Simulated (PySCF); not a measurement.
C5H15Nb, SMILES [CH3][Nb]([CH3])([CH3])([CH3])[CH3], multiplicity 1.

The structure is a stationary point at B3LYP-D3(BJ)/def2-SVP. The multiplicity is an assumed one; other spin states were not compared. The def2 effective core potentials stand for the cores of Nb; spin–orbit coupling is left out.

Method: TDA-PBE/def2-SVPD in PySCF.

Vertical excitations. Gas-phase values at a fixed geometry.

Computed UV-visible absorptions:
```
state  energy (eV)  λ (nm)      f                                                              main pairs
-----  -----------  ------  -----  ----------------------------------------------------------------------
S1            3.16     392  0.011                                                          HOMO→LUMO 99 %
S2            3.16     392  0.011                                                        HOMO−1→LUMO 99 %
S3            3.81     326  0.000                                                       HOMO−3→LUMO 100 %
S4            3.87     320  0.000                                                        HOMO−2→LUMO 88 %
S5            4.16     298  0.000                                    HOMO−1→LUMO+1 50 %, HOMO→LUMO+2 50 %
S6            4.27     290  0.000  HOMO→LUMO+2 42 %, HOMO−1→LUMO+1 42 %, HOMO−4→LUMO 9 %, HOMO−2→LUMO 7 %
T1            2.75     451      0                                                         HOMO→LUMO 100 %
T2            2.75     451      0                                                       HOMO−1→LUMO 100 %
```
Triplets are in the Tamm–Dancoff approximation.
